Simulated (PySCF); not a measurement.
Harmonic spectrum computed at PBE0 in the def2-SVP basis family (core potentials from Rb on, PySCF, no spin–orbit coupling):

```json
{"symmetry": "e", "ω (cm⁻¹)": "145", "IR (km/mol, summed over degenerate members)": "119"}
{"symmetry": "a", "ω (cm⁻¹)": "256", "IR (km/mol, summed over degenerate members)": "209"}
{"symmetry": "e", "ω (cm⁻¹)": "308", "IR (km/mol, summed over degenerate members)": "17.6"}
{"symmetry": "a", "ω (cm⁻¹)": "393", "IR (km/mol, summed over degenerate members)": "55.5"}
{"symmetry": "e", "ω (cm⁻¹)": "778", "IR (km/mol, summed over degenerate members)": "463"}
{"symmetry": "a", "ω (cm⁻¹)": "787", "IR (km/mol, summed over degenerate members)": "0.0"}
{"symmetry": "a", "ω (cm⁻¹)": "812", "IR (km/mol, summed over degenerate members)": "133"}
{"symmetry": "e", "ω (cm⁻¹)": "947", "IR (km/mol, summed over degenerate members)": "262"}
{"symmetry": "e", "ω (cm⁻¹)": "3922", "IR (km/mol, summed over degenerate members)": "331"}
{"symmetry": "a", "ω (cm⁻¹)": "3929", "IR (km/mol, summed over degenerate members)": "2.7"}
```

Q: Which molecule gave it? In each, all ligands are bound to the one heavy central atom.
A. Cu(OH)₃ (singlet)
B. As(OH)₃ (singlet)
C. Si(OH)₃ (doublet)
D. Sn(OH)₃ (doublet)
E. Ge(OH)₃ (doublet)

A: C. It has C3 symmetry with O–H 0.962 Å (×3), Si–O 1.660 Å (×3).
